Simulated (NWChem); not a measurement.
**Ionisation of C$_{3}$H$_{3}$N$_{2}$**

```xyz
8

C     -0.3147     1.1377     0.0000
C      0.9968     0.7284     0.0000
C      0.8598    -0.6817     0.0000
N     -0.4087    -1.0720     0.0000
N     -1.1162     0.0660     0.0000
H      1.8991     1.3334     0.0000
H      1.6510    -1.4322     0.0000
H     -2.1271     0.0342     0.0000
```
Charge 0, spin multiplicity 2.

Everything below was run with NWChem. The geometry was optimised at UPBE0/def2-SVP, a minimum by its harmonic frequencies.

Basis set: def2-TZVP. The species with one electron less has spin multiplicity 3 and keeps the geometry of the parent. Δ marks differences of total energies (open shells unrestricted). −ε marks an orbital energy of the parent. That orbital need not have the symmetry of the hole or added electron in the Δ rows.

B3LYP has NWChem's definition, with VWN1-RPA local correlation. The structure started from a generated list of species. The unpaired electrons of the parent sit in orbitals of symmetry a' (Cs labels of the run); other states weren't searched. The stability of the SCF solutions was not checked.

Problem. Order these methods by the first vertical ionisation energy they give, lowest first: G0W0@LDA (SVWN5), ΔPBE, −ε(beta HOMO) of PBE, G0W0@PBE0, −ε(beta HOMO) of B3LYP.

Solution. −ε(beta HOMO) of PBE (6.17 eV), −ε(beta HOMO) of B3LYP (7.06 eV), G0W0@LDA (SVWN5) (9.13 eV), G0W0@PBE0 (9.27 eV), ΔPBE (9.55 eV)
